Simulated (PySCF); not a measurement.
Correlation energy of Au⁻ (gold, charge -1)

[Xe] 4f14 5d10 6s2, closed-shell 1S. Computed with PySCF 2.14 in def2-TZVPPD with the def2 core potential (60 electrons) (6s5p3d2f1g, 59 functions), with a scalar-relativistic core potential. Frozen: 5s2 5p6; 12 electrons correlated.

MP2 pair energies summed by pair of shells (mhartree):

| pair | energy | share (%) |
| --- | --- | --- |
| 5d-5d | -323.04 | 75.2 |
| 5d-6s | -89.15 | 20.7 |
| 6s-6s | -17.55 | 4.1 |

Total MP2 correlation energy: -429.74 mhartree.

Same-spin part -146.69 and opposite-spin part -283.05 mhartree; SCS-MP2 scales them by 1/3 and 6/5 to -388.56 mhartree.
